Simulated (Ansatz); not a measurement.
Gas-phase electronic energies from Ansatz, PBE0-D4/def2-TZVP geometries. CCSD(T)/CBS is the MP2 limit (def2-TZVPP, def2-QZVPP) plus CCSD(T) − MP2 in def2-TZVPP, frozen cores. Functionals use def2-TZVPP. For Ga outer-core shells are correlated without core-valence functions, which leaves a few kJ/mol of doubt a bond. Scalar relativity is left out up to krypton. One conformer a species, not always the lowest.

Consider the redistribution: `[CH3][Ga]([NH2])[NH2]` + `N[SiH](F)C[SiH3]` → `[CH3][GaH][NH2]` + `N[SiH2]C[SiH](N)F`.

| level | ΔE (kcal/mol) |
| --- | --- |
| PBE0-D4 | -5.9 |
| ωB97X-V | -5.2 |

Task: What does CCSD(T)/CBS give? (Estimate.)

Result: Ansatz gave: -4.0 kcal/mol. The listed levels differ from it by -1.9, -1.2 kcal/mol.

Largest T1 diagnostic among the species: 0.013.

The D4 term adds −1.0 kcal/mol with B3LYP and −0.5 kcal/mol with PBE0; it sums over pairs of atoms, weighted by their polarisabilities, and B3LYP, whose exchange is more repulsive, gets the larger term.

B3LYP here is the variant with VWN-RPA as its local correlation; programs differ in this.
